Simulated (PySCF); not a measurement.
All values are calculated (PySCF 2.14.0 with density-fitted response routines): NMR shieldings at PBE0/pcSseg-1/GIAO, GFN2-xTB structure. No solvent model, equivalent nuclei averaged, relativity neglected, one conformer.

Shifts are taken against calculated references (same method and geometry level): $^{1}$H (31.72 ppm), $^{13}$C (186.93 ppm) against TMS. Shifts are as computed. Against solution values, carbons near 30 ppm lie about +3 ppm off and those near 130 ppm about +5 ppm; carbons on Cl a further +6 ppm. Of 1211 compounds with measured shifts, 218 miss one by over three times the rms of a fit or turn the order of signals round; such compounds aren't used in these exercises. Carbons bonded to Cl come out too deshielded. OH and NH positions are gas-phase values without hydrogen bonding to other molecules.

(1) Order these molecules by the shift of their most shielded carbon, lowest δ first.
A. C#CC#CCCCl
B. CC1=C[SiH2]C=C1F
C. O=CN([SiH3])[SiH3]

(2) Order these molecules by the shift of their most deshielded carbon-bound hydrogen, lowest δ first.
A. CC1=C[SiH2]C=C1F
B. O=CN([SiH3])[SiH3]
C. C#CC#CCCCl

(3) How many $^{13}$C and $^{1}$H signals does each give (equivalence by symmetry and fast rotation, but not about amide C–N or C=N bonds)? `Cc1ccccc1[P@@](C)(=O)O`, `C#CC#CCCCl`, `O=CN([SiH3])[SiH3]`, `CC1=C[SiH2]C=C1F`

## Answers

(1) B (21.2 ppm, allylic methyl carbon), A (26.3 ppm, propargylic sp3 CH2), C (174.0 ppm, amide carbonyl carbon).

(2) C (3.64 ppm, hydrogen on an sp3 CH2 bonded to Cl), A (5.91 ppm, hydrogen on an alkene CH), B (8.28 ppm, hydrogen on an amide carbonyl carbon).

(3) Cc1ccccc1[P@@](C)(=O)O: 8 C, 7 H; C#CC#CCCCl: 6 C, 3 H; O=CN([SiH3])[SiH3]: 1 C, 2 H; CC1=C[SiH2]C=C1F: 5 C, 4 H.
